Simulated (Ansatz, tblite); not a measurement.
Removing an electron: [closo-1,2-(Cl)2B6H4]2- (B6H4Cl2²⁻). The state is a singlet with charge -2. Geometry: PBE-D4/def2-SVPD. Ansatz, gas phase; energy differences of separate SCF runs; the oxidised species was run as a doublet alone.

```xyz
12

B    -0.6335   -0.7422    0.6170
B    -0.6368    0.9850    0.4300
B    -0.6433   -0.0616   -0.9566
B     0.7774    0.8380   -0.5906
B     0.7875    0.1472    1.0068
B     0.7701   -0.9012   -0.3945
Cl   -1.7390   -1.9668    1.5320
H    -1.3441    1.8995    0.8299
Cl   -1.7641   -0.2388   -2.4639
H     1.4815    1.6307   -1.2026
H     1.5015    0.2474    1.9960
H     1.4430   -1.8372   -0.8036
```

The xTB rows come from tblite. A multiply charged anion in the gas phase is held together partly by the finite basis. Removing one electron lowers the energy by 0.68 eV at PBE0-D4/def2-TZVPD, so it isn't bound.

```tsv
level	−HOMO (eV)	vertical IE (eV)	−LUMO (eV)	HOMO–LUMO gap (eV)	remarks
GFN1-xTB	0.98	3.63	-4.50	5.48	–
GFN2-xTB	-0.97	1.88	-7.01	6.03	–
PBE-D4/def2-TZVPD	-3.20	-0.77	-5.34	2.14	HOMO above zero (-2 singlet)
PBE0-D4/def2-TZVPD	-2.26	-0.68	-5.69	3.44	HOMO above zero (-2 singlet)
```

Run but left out: LDA (SPW92)/def2-TZVPD (charge -1 doublet: an occupied level 0.00 eV above an empty one).  A HOMO above zero means that the electron is unbound at that level or that self-interaction error raises the level; the energy of removing that electron tells which. Raw xTB energy differences between charge states are shifted by several eV; the methods need an empirical correction for them.
